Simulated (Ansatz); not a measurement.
Compare A (`OC([SiH3])Br`) with its isomer B (`O[SiH2]CBr`).

Isolated molecules relaxed with PBE0-D4/def2-TZVP in Ansatz; ΔE leaves out vibrations. CBS: MP2 limit from def2 TZ/QZ plus the TZ coupled-cluster correction, frozen cores. Functionals use def2-TZVPP. B3LYP here is the variant with VWN-RPA as its local correlation; programs differ in this. For Br outer-core shells are correlated without core-valence functions, which leaves a few kJ/mol of doubt a bond. Scalar relativity is left out up to krypton. One conformer a species, not always the lowest.

Task: Which isomer does CCSD(T)/CBS put lower? Give the gap. (Estimate.)

Result: Computed: B, by 181.8 kJ/mol.

Task: Give E(B) − E(A) in kJ/mol with CCSD(T)/def2-TZVPP, MP2/def2-TZVPP, HF/def2-TZVPP, B3LYP, B2PLYP, CCSD(T)/def2-SVP, PBE0-D4. (An estimate is asked.)

Result: The calculation gave: CCSD(T)/def2-TZVPP -179.2, MP2/def2-TZVPP -187.6, HF/def2-TZVPP -188.1, B3LYP -172.1, B2PLYP -178.6, CCSD(T)/def2-SVP -149.9, PBE0-D4 -168.6. None reverses the order clearly.

Task: Does the order hold for the free energy at 298.15 K (harmonic terms from PBE0-D4)? (Estimate.)

Result: The calculation gave: Yes: G(B) − G(A) = -178.9 kJ/mol, for one conformer each.

Largest T1 diagnostic: 0.010.

From BLYP to BHLYP (50 % exact exchange), in def2-TZVPP and without D4, E(B) − E(A) moves by −18.7 kJ/mol. Leaving LDA and LC-ωPBE aside and taking each functional with its dispersion term where it has one, the values, not all of them listed here, spread over 25.4 kJ/mol, from BHLYP-D4 to revPBE-D4.
